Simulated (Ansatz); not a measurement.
A nudged elastic band was laid between two geometries of CH₆INSSi (11 atoms, charge 0, multiplicity 1).

These are results of RKS r2SCAN-D4/def2-SVP (Ansatz 0.2.0), not measurements.

```
movable images  : 6
climbing image  : no
spring          : 5.0 eV/Å²
optimiser       : quadratic models (default)
start path      : through a guess of the saddle point
force threshold : 0.05 eV/Å
iteration limit : 40
end points      : relaxed
```

Initial state:

```xyz
11
Properties=species:S:1:pos:R:3
C -1.126 0.925 -0.393
Si 0.369 0.094 0.345
N 1.000 -1.029 -0.795
S 0.013 -0.955 2.183
I 1.941 1.905 1.038
H -0.855 1.482 -1.305
H -1.563 1.636 0.323
H -1.887 0.172 -0.655
H 1.088 -0.746 -1.768
H 1.787 -1.612 -0.522
H -0.701 -1.929 1.570
```

Final state:

```xyz
11
Properties=species:S:1:pos:R:3
C -1.115 0.932 -0.407
Si 0.394 0.109 0.312
N 0.912 -1.135 -0.757
S 0.115 -0.759 2.255
I 2.069 1.907 0.746
H -1.481 1.720 0.266
H -1.917 0.190 -0.553
H -0.883 1.394 -1.381
H 0.949 -0.941 -1.756
H 1.695 -1.722 -0.480
H -0.673 -1.751 1.775
```

(1) What changes between the two ends?

(2) Give the energies along the band, and the barrier.

(3) What is the geometry of the highest image?

## Answers

(1) No bond is made or broken. The dihedral H8–C1–Si2–I5 goes from -176 to 64°. The two ends are copies of one structure, up to a mirror image or an exchange of like atoms.

(2) The forces met the threshold. The highest image is number 4 of 0 to 7, 1.6 kcal/mol above the ends, which have the same energy within 2 meV. No image climbed, so the highest image needn't sit at the top of the path.

| image | path coordinate (Å) | energy (kcal/mol) | dihedral H8–C1–Si2–I5 (°) |
| --- | --- | --- | --- |
| 0 | 0.00 | 0.0 | -176 |
| 1 | 0.50 | 0.3 | 167 |
| 2 | 1.01 | 1.0 | 150 |
| 3 | 1.51 | 1.6 | 133 |
| 4 | 2.01 | 1.6 | 116 |
| 5 | 2.52 | 1.1 | 99 |
| 6 | 3.02 | 0.3 | 81 |
| 7 | 3.53 | 0.0 | 64 |

(3) 
```xyz
11
Properties=species:S:1:pos:R:3
C -1.124 0.931 -0.418
Si 0.395 0.119 0.318
N 0.923 -1.117 -0.756
S 0.127 -0.771 2.255
I 2.089 1.897 0.779
H -1.042 2.027 -0.429
H -2.012 0.662 0.177
H -1.283 0.576 -1.448
H 0.968 -0.920 -1.754
H 1.700 -1.710 -0.475
H -0.676 -1.750 1.772
```

The run took 4.1 min on 2 threads of AMD EPYC 7R43 64-Core Processor (Zen 3), with other jobs on the host, peak memory 0.22 GiB.
